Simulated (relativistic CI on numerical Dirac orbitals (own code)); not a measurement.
Method of calculation: Dirac-Coulomb-Breit CI, orbitals from a KLI potential per configuration, model QED, unscaled Slater integrals (own radial code, finite nucleus).

CI space (outside the closed core [Ne]): 3s²3p², 3s²3p3d, 3s3p³, 3s²3d², 3p⁴, 3s3p²3d, 3p²3d², 3s3p3d², 3p³3d, 3s²3d4s, 3s²3d4p, 3s3p3d4s, 3p³4s, 3s²3p4s, 3s3p3d4p, 3p³4p, 3s²3p4p, 3p²3d4s, 3s²3p4d, 3p²3d4p, 3s3p²4s, 3s²3p4f, 3s3p²4p, 3s3p²4d, 3s3p²4f, 3s²4s², 3s²3p5s, 3s²3p5p, 3s²4s4p, 3s²3p5d, 3s²3p5f, 3s²3p5g, 3s²4p², 3s3p4s², 3s3p²5s, 3s3p4s4p. Levels of other configurations are missing.

At this charge energies of transitions that change n are usually good to better than 1 %, and those within a shell (Δn = 0) to a few per cent.

Outline of the computed level scheme of Hf LIX. Lowest level of each configuration: 3s²3p² ³P0 at 0.00 eV; 3s3p³ ³P°2 at 465.51 eV; 3s²3p3d ³F°2 at 517.21 eV; 3s3p²3d ³D1 at 683.19 eV; 3p⁴ ³P2 at 977.39 eV.

Some strong electric-dipole decays among the lowest 45 levels: 3s²3p3d ³D°1 → 3s²3p² ³P0 (3.8e+12 s⁻¹); 3s3p²3d ³D1 → 3s3p³ ³D°1 (3.1e+12 s⁻¹); 3s²3p3d ³P°1 → 3s²3p² ³P1 (2.9e+12 s⁻¹); 3s²3p3d ³D°2 → 3s²3p² ¹D2 (2.8e+12 s⁻¹); 3s²3p3d ³P°0 → 3s²3p² ³P1 (2.7e+12 s⁻¹); 3s3p²3d ³D2 → 3s3p³ ³P°2 (2.5e+12 s⁻¹); 3s3p²3d ³D1 → 3s²3p3d ³F°2 (2.1e+12 s⁻¹); 3s3p³ ³S°1 → 3s²3p² ¹D2 (2.0e+12 s⁻¹).

LS names give the leading component of a level, which can be under half, so a name can repeat, a term be missing and a line seem to break the LS rules.
